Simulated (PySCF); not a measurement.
## IRuN: bend–stretch map

Method: B3LYP/[Ru def2-SVP with ECP28, N def2-SVP, I def2-SVP with ECP28], scalar-relativistic core potentials, density fitting, no spin–orbit coupling, PySCF.

Rigid scan from the singlet minimum (Ru–I 2.621 Å, Ru–N 1.556 Å; I–Ru–N 129.5°). Coordinate: rows scale both bonds, columns set the N–Ru–I angle. Energies in kJ/mol from the minimum.

```
scale \ angle     90    105   120   135   150   165   180
         0.94  115.3   68.1  53.2  55.2  64.5  74.3  78.6
         0.97      ?   27.6  13.1  13.2     ?  27.9     ?
         1.00   52.8      ?   1.8   0.4   5.3  11.3  14.0
         1.03   59.0   26.2  12.6  10.0  13.2  17.7  19.8
         1.06   82.2   53.0  40.0  36.6  38.4  41.7     ?
         1.10  132.4  107.2  95.1  91.0  91.5  93.5  94.6
```

Task: Fill in the five missing cells, row by row.

Result: 69.3, 20.1, 31.3, 15.9, 43.3.

The bond scale of lowest energy on the grid is 1.00 at 90°, 1.00 at 105°, 1.00 at 120°, 1.00 at 135°, 1.00 at 150°, 1.00 at 165°, 1.00 at 180°.

The scan took roughly 2.6 core-minutes on a shared host.
